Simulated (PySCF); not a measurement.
Compound: C5H3NS.
Bonds: N1–C2 (triple), C2–C3, C3–C4 (aromatic), C4–C5 (aromatic), C5–S6 (aromatic), S6–C7 (aromatic), C3–C7 (aromatic). Hydrogens: H8 on C4; H9 on C5; H10 on C7.

The same species was optimised twice, with GFN2-xTB and with PBE0-D3(BJ)/def2-SVP (PySCF), and the same property calculations (PySCF, gas phase) were run on both structures.

```json
{"coordinate": "C2–C3 (Å)", "GFN2-xTB": "1.407", "PBE0-D3(BJ)/def2-SVP": "1.426", "change": "+0.019"}
{"coordinate": "N1≡C2 (Å)", "GFN2-xTB": "1.147", "PBE0-D3(BJ)/def2-SVP": "1.160", "change": "+0.013"}
{"coordinate": "C4–C5 (Å)", "GFN2-xTB": "1.353", "PBE0-D3(BJ)/def2-SVP": "1.366", "change": "+0.013"}
{"coordinate": "C3–C7 (Å)", "GFN2-xTB": "1.369", "PBE0-D3(BJ)/def2-SVP": "1.380", "change": "+0.011"}
{"coordinate": "C3–C4 (Å)", "GFN2-xTB": "1.424", "PBE0-D3(BJ)/def2-SVP": "1.432", "change": "+0.008"}
{"coordinate": "S6–C7 (Å)", "GFN2-xTB": "1.710", "PBE0-D3(BJ)/def2-SVP": "1.705", "change": "-0.005"}
{"coordinate": "C5–S6 (Å)", "GFN2-xTB": "1.723", "PBE0-D3(BJ)/def2-SVP": "1.718", "change": "-0.005"}
{"coordinate": "C5–S6–C7 (°)", "GFN2-xTB": "91.2", "PBE0-D3(BJ)/def2-SVP": "92.4", "change": "+1.2"}
{"coordinate": "C3–C7–S6 (°)", "GFN2-xTB": "111.9", "PBE0-D3(BJ)/def2-SVP": "111.3", "change": "-0.6"}
{"coordinate": "C4–C5–S6 (°)", "GFN2-xTB": "112.4", "PBE0-D3(BJ)/def2-SVP": "111.9", "change": "-0.5"}
{"coordinate": "C2–C3–C7 (°)", "GFN2-xTB": "123.9", "PBE0-D3(BJ)/def2-SVP": "123.4", "change": "-0.5"}
{"coordinate": "C2–C3–C4 (°)", "GFN2-xTB": "123.7", "PBE0-D3(BJ)/def2-SVP": "124.1", "change": "+0.4"}
{"coordinate": "N1–C2–C3 (°)", "GFN2-xTB": "179.3", "PBE0-D3(BJ)/def2-SVP": "179.6", "change": "+0.3"}
{"coordinate": "C4–C3–C7 (°)", "GFN2-xTB": "112.4", "PBE0-D3(BJ)/def2-SVP": "112.5", "change": "+0.1"}
{"coordinate": "C3–C4–C5 (°)", "GFN2-xTB": "112.0", "PBE0-D3(BJ)/def2-SVP": "111.9", "change": "-0.1"}
```

Rotational constants: A = 7195, B = 1507, C = 1246 MHz (GFN2-xTB) against A = 7104, B = 1490, C = 1232 MHz (PBE0-D3(BJ)/def2-SVP). Point groups within 0.08 Å: Cs and Cs.

On the GFN2-xTB structure: HOMO (eV) -7.68 [PBE0/pcSseg-1]; LUMO (eV) -1.53 [PBE0/pcSseg-1]; dipole (D) 4.22 [PBE0/pcSseg-1]; GIAO shielding of N1 (ppm) -49.3 [PBE0/pcSseg-1]; GIAO shielding of C2 (ppm) 67.2 [PBE0/pcSseg-1]; GIAO shielding of C3 (ppm) 70.5 [PBE0/pcSseg-1]; GIAO shielding of C4 (ppm) 51.3 [PBE0/pcSseg-1]; GIAO shielding of C5 (ppm) 51.6 [PBE0/pcSseg-1]; GIAO shielding of S6 (ppm) 261.8 [PBE0/pcSseg-1]; GIAO shielding of C7 (ppm) 41.4 [PBE0/pcSseg-1].

What do these properties become on the PBE0-D3(BJ)/def2-SVP structure?

```csv
property,level,on GFN2-xTB,on PBE0-D3(BJ)/def2-SVP,change
HOMO (eV),PBE0/pcSseg-1,-7.68,-7.67,+0.01
LUMO (eV),PBE0/pcSseg-1,-1.53,-1.55,-0.02
dipole (D),PBE0/pcSseg-1,4.22,4.27,+0.05
"energy, GFN2-xTB geometry as zero (kcal/mol)",PBE0/pcSseg-1,0.0,-0.3,-0.3
GIAO shielding of N1 (ppm),PBE0/pcSseg-1,-49.3,-54.8,-5.5
GIAO shielding of C2 (ppm),PBE0/pcSseg-1,67.2,64.8,-2.4
GIAO shielding of C3 (ppm),PBE0/pcSseg-1,70.5,67.5,-3.0
GIAO shielding of C4 (ppm),PBE0/pcSseg-1,51.3,48.8,-2.5
GIAO shielding of C5 (ppm),PBE0/pcSseg-1,51.6,50.5,-1.1
GIAO shielding of S6 (ppm),PBE0/pcSseg-1,261.8,260.0,-1.8
GIAO shielding of C7 (ppm),PBE0/pcSseg-1,41.4,41.1,-0.3
```

The heavy atoms differ by 0.016 Å rms after alignment. Among bonds between heavy atoms C2–C3 changes most (+0.019 Å). Changes are differences of the printed values. Neither structure is proved a minimum here.
